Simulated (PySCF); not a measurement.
# Functional dependence of a UV spectrum

Compound: CH₆Al₂Cl₂O.
Bonds: C1–O2, O2–Al3, Al3–Cl4, Cl4–Al5, Al5–Cl6, Al3–Cl6. Hydrogens: H7, H8, H9 on C1; H10 on Al3; H11, H12 on Al5.

Linear-response calculations in the def2-SVPD basis (PySCF; singlets by full response, triplets Tamm–Dancoff, core orbitals frozen in the response; HF means time-dependent Hartree–Fock). 'Strongest' is the level of largest summed f among the singlets computed (10 roots, of which the last may lack a degenerate partner); it can jump between rows when another state enters that window. S1 is the lowest singlet of each run and needn't be the same state throughout; f(S1) is that of one state. One conformer (not necessarily the lowest) at the PBE0-D3(BJ)/def2-SVP geometry, without solvent, vibrations or thermal averaging.

```tsv
functional	kind	S1 (eV)	f(S1)	strongest (eV)	T1 (eV)	HOMO (eV)	gap (eV)	ionisation energy, ΔSCF (eV)
LDA	LDA	5.21	0.028	5.21	5.03	-6.84	5.09	10.23
PBE	GGA	5.31	0.026	6.32	5.13	-6.71	5.21	10.07
B3LYP	global hybrid, 20% exact exchange	6.39	0.000	6.41	6.07	-7.99	7.06	10.43
PBE0	global hybrid, 25% exact exchange	6.50	0.000	6.64	6.06	-8.23	7.49	10.17
BHandHLYP	global hybrid, 50% exact exchange	7.05	0.000	8.28	6.55	-9.71	9.72	10.44
CAM-B3LYP	range-separated hybrid	6.77	0.000	7.99	6.30	-9.69	9.83	10.59
wB97X-D	range-separated hybrid	6.82	0.000	8.10	6.45	-10.15	11.09	10.61
LC-wPBE	range-separated hybrid	7.10	0.000	8.58	6.46	-11.06	12.27	10.72
HF	Hartree–Fock	7.85	0.000	9.12	6.96	-11.81	13.49	not settled
```

S1 runs from 5.21 eV (LDA) to 7.85 eV (HF), a spread of 2.65 eV, while the orbital gap spreads over 8.4 eV. Along PBE (0%), B3LYP (20%), PBE0 (25%), BHandHLYP (50%), HF (100%) S1 rises with the share of exact exchange. −ε(HOMO) comes closest to its own ΔSCF ionisation energy with LC-wPBE (+0.34 eV) and misses most with LDA (-3.38 eV). 'Not settled' means that the ion's SCF failed to converge or may have ended in another state than the lowest.

Without π bonds the low states are Rydberg-like; a valence basis with one diffuse set may place them up to an eV too high.
